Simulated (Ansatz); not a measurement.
Cost and result for the atomization energy of C$_{2}$H$_{10}$GeOSi, SMILES `CO[SiH](C)[GeH3]` (15 atoms, 14 bonds).

Z-matrix (Å, degrees):
```
C
O 1 1.407
H 1 1.096 2 111.6
H 1 1.091 2 108.3 3 -119.2
H 1 1.097 2 111.6 3 121.4
Si 2 1.649 1 123.0 3 -65.2
Ge 6 2.391 2 111.1 1 62.7
C 6 1.859 2 106.9 1 -175.6
H 6 1.496 2 109.2 1 -55.7
H 7 1.541 6 112.4 2 -57.4
H 7 1.541 6 110.5 2 -177.0
H 7 1.541 6 111.6 2 63.4
H 8 1.093 6 110.5 2 178.5
H 8 1.093 6 110.4 2 58.6
H 8 1.092 6 110.8 2 -61.5
```

Total charge 0; spin multiplicity 1. Correlated methods include outer-core shells of Ge, which these sets cover unevenly. Scalar relativity is left out up to krypton. The structure was optimised at the PBE0-D4/def2-TZVP level. It is one conformer, not always the lowest. Program: Ansatz. All runs use 8 threads of an Arm Neoverse V2 on a shared host. Times are those of one run each, without the atoms' runs, and a repeat can differ threefold. Electronic energies, without spin–orbit coupling; frozen cores. CCSD(T)/CBS adds CCSD(T) − MP2 in def2-TZVPP to the MP2 limit, and its time is that of the two runs behind it. T1 = 0.012. With those shells the extrapolation isn't a true limit. HSE06 is the plane-wave form, built on full-range PBE exchange.

CCSD(T)/CBS is a level of theory with its own doubt, some kJ/mol a heavy atom from the limit and from the frozen cores, so smaller differences don't rank the functionals.

```tsv
level	functions	wall time	atomization (kcal/mol)	difference from CCSD(T)/CBS	per bond
revPBE-D4/def2-TZVPP	323	1.9 s	1216.7	-22.3	-1.6
PBE-D4/def2-TZVPP (with forces)	323	2.2 s	1241.6	2.6	0.2
PBE0-D4/def2-TZVPP	323	3 s	1229.8	-9.2	-0.7
HSE06-D4/def2-TZVPP	323	3.3 s	1230.2	-8.8	-0.6
r2SCAN-D4/def2-TZVPP (with forces)	323	4.3 s	1238.0	-1.0	-0.1
PBE-QIDH/def2-TZVPP	323	5.5 s	1225.7	-13.3	-1.0
ωB97X-V/def2-TZVPP	323	7 s	1241.4	2.4	0.2
B97M-V/def2-TZVPP	323	8.5 s	1242.5	3.5	0.2
ωB97M-V/def2-TZVPP (with forces)	323	11 s	1235.5	-3.5	-0.3
CCSD(T)/def2-SVP	142	11 s	1166.9	-72.1	-5.2
MP2/def2-QZVPP	630	27 s	1231.0	-8.0	-0.6
CCSD(T)/def2-TZVPP	323	6.4 min	1211.6	-27.4	-2.0
CCSD(T)/CBS(def2)	–	6.9 min	1239.0	0.0	0.0
```

From BLYP to BHLYP (50 % exact exchange), in def2-TZVPP and without D4, the atomization energy moves by −8.1 kcal/mol: exact exchange takes away binding that semilocal exchange gives to molecules. At CCSD(T), def2-SVP lies −72.1 kcal/mol from the extrapolated value and def2-TZVPP −27.4 kcal/mol: correlation converges slowly with the basis, and small sets miss more of it in the bonded molecule than in its fragments. The D4 term adds +12.1 kcal/mol with B3LYP and +6.5 kcal/mol with PBE0; it sums over pairs of atoms, weighted by their polarisabilities, and B3LYP, whose exchange is more repulsive, gets the larger term.

B3LYP here is the variant with VWN-RPA as its local correlation; programs differ in this.
